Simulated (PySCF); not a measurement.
C4H2Cl2Si. Atoms are numbered in the order given.

```xyz
9

C     -2.4935     0.0000     1.7610
C     -1.4950     0.0000     1.0672
Si     0.0000     0.0000     0.0392
Cl     0.0000     1.6673    -1.1540
Cl     0.0000    -1.6673    -1.1540
C      1.4950     0.0000     1.0672
C      2.4935     0.0000     1.7610
H     -3.3780     0.0000     2.3741
H      3.3780     0.0000     2.3741
```
Charge 0, spin multiplicity 1.

Geometry: PBE0-D3(BJ)/def2-SVP.

Method: PBE0-D3(BJ)/def2-SVP run with PySCF.

Frequencies are harmonic and unscaled.

```json
[
 {"mode": "1", "ν (cm⁻¹)": "88", "IR (km/mol)": "1.9", "moving atoms (share of kinetic energy)": "C 69 %, H 16 %, Cl 13 %"},
 {"mode": "2", "ν (cm⁻¹)": "101", "IR (km/mol)": "0.0", "moving atoms (share of kinetic energy)": "Cl 49 %, C 41 %, H 10 %"},
 {"mode": "3", "ν (cm⁻¹)": "115", "IR (km/mol)": "2.2", "moving atoms (share of kinetic energy)": "C 44 %, Cl 31 %, H 14 %, Si 11 %"},
 {"mode": "4", "ν (cm⁻¹)": "158", "IR (km/mol)": "0.6", "moving atoms (share of kinetic energy)": "C 50 %, Cl 25 %, Si 15 %, H 10 %"},
 {"mode": "5", "ν (cm⁻¹)": "180", "IR (km/mol)": "1.1", "moving atoms (share of kinetic energy)": "Cl 71 %, C 15 %, Si 13 %"},
 {"mode": "6", "ν (cm⁻¹)": "312", "IR (km/mol)": "0.0", "moving atoms (share of kinetic energy)": "C 86 %, H 9 %"},
 {"mode": "7", "ν (cm⁻¹)": "312", "IR (km/mol)": "32.3", "moving atoms (share of kinetic energy)": "C 78 %"},
 {"mode": "8", "ν (cm⁻¹)": "369", "IR (km/mol)": "35.6", "moving atoms (share of kinetic energy)": "C 70 %, Cl 23 %"},
 {"mode": "9", "ν (cm⁻¹)": "385", "IR (km/mol)": "26.7", "moving atoms (share of kinetic energy)": "C 76 %, Cl 17 %"},
 {"mode": "10", "ν (cm⁻¹)": "462", "IR (km/mol)": "21.9", "moving atoms (share of kinetic energy)": "C 48 %, Cl 44 %"},
 {"mode": "11", "ν (cm⁻¹)": "628", "IR (km/mol)": "217.4", "moving atoms (share of kinetic energy)": "Si 68 %, Cl 29 %"},
 {"mode": "12", "ν (cm⁻¹)": "681", "IR (km/mol)": "189.8", "moving atoms (share of kinetic energy)": "Si 59 %, C 31 %"},
 {"mode": "13", "ν (cm⁻¹)": "724", "IR (km/mol)": "199.5", "moving atoms (share of kinetic energy)": "Si 58 %, C 39 %"},
 {"mode": "14", "ν (cm⁻¹)": "757", "IR (km/mol)": "0.0", "moving atoms (share of kinetic energy)": "H 75 %, C 25 %"},
 {"mode": "15", "ν (cm⁻¹)": "757", "IR (km/mol)": "28.7", "moving atoms (share of kinetic energy)": "H 75 %, C 24 %"},
 {"mode": "16", "ν (cm⁻¹)": "757", "IR (km/mol)": "63.0", "moving atoms (share of kinetic energy)": "H 76 %, C 24 %"},
 {"mode": "17", "ν (cm⁻¹)": "758", "IR (km/mol)": "45.8", "moving atoms (share of kinetic energy)": "H 75 %, C 24 %"},
 {"mode": "18", "ν (cm⁻¹)": "2176", "IR (km/mol)": "46.5", "moving atoms (share of kinetic energy)": "C 90 %, H 10 %"},
 {"mode": "19", "ν (cm⁻¹)": "2177", "IR (km/mol)": "119.1", "moving atoms (share of kinetic energy)": "C 90 %, H 10 %"},
 {"mode": "20", "ν (cm⁻¹)": "3473", "IR (km/mol)": "78.9", "moving atoms (share of kinetic energy)": "H 85 %, C 15 %"},
 {"mode": "21", "ν (cm⁻¹)": "3473", "IR (km/mol)": "35.4", "moving atoms (share of kinetic energy)": "H 86 %, C 14 %"}
]
```
